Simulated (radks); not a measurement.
Q: W2+, 72 electrons, occupied as [Kr] 4d10 4f14 5s2 5p5 5d4 6p1 (not the ground configuration). Method: scalar-relativistic Kohn-Sham, SCAN, spin-polarised, spherical densities, finite nucleus; open shells are filled with parallel spins first (spin-orbit coupling, left out, can overturn this in heavy ions); meta-GGA in the generalised Kohn-Sham scheme; Fermi nuclear charge, rms radius 5.3658 fm; computed with a radial shooting solver on a logarithmic mesh with Libxc functionals. Some entries of the table are withheld. Estimate them.

orbital,occ.,eigenvalue (hartree),<r^2> (bohr^2),<1/r> (bohr^-1)
1s up,1,-2557.182,0.0004631,87.05
1s down,1,-2557.178,0.0004631,87.05
2s up,1,-443.0516,0.007115,20.38
2s down,1,-443.0432,0.007115,20.38
2p up,3,-387.4727,0.005891,18.45
2p down,3,-387.4630,0.005891,18.45
3s up,1,-103.1245,0.04612,7.552
3s down,1,-103.1206,0.04612,7.552
3p up,3,-86.56083,0.04694,6.966
3p down,3,-86.55551,0.04694,6.966
3d up,5,-67.47672,0.03902,6.573
3d down,5,-67.46777,0.03902,6.573
4s up,1,-22.16625,0.2279,3.201
4s down,1,-22.15080,0.2279,3.199
4p up,3,-16.70769,0.2595,2.911
4p down,3,-16.69343,0.2594,2.910
4d up,5,-9.76596,0.3032,2.589
4d down,5,-9.74798,0.3024,2.590
5s up,1,(1),1.274,1.250
5s down,1,(2),1.243,1.270
5p up,3,-2.50721,1.718,(3)
5p down,2,-2.33792,1.680,(4)
4f up,7,-2.10764,(5),2.083
4f down,7,-2.07466,(6),2.097
5d up,4,-0.95764,3.537,0.7386
6p up,1,-0.57095,11.67,0.3931

A: 
(1) 5s up eigenvalue (hartree): -3.85754
(2) 5s down eigenvalue (hartree): -3.71413
(3) 5p up <1/r> (bohr^-1): 1.062
(4) 5p down <1/r> (bohr^-1): 1.078
(5) 4f up <r^2> (bohr^2): 0.4630
(6) 4f down <r^2> (bohr^2): 0.4489
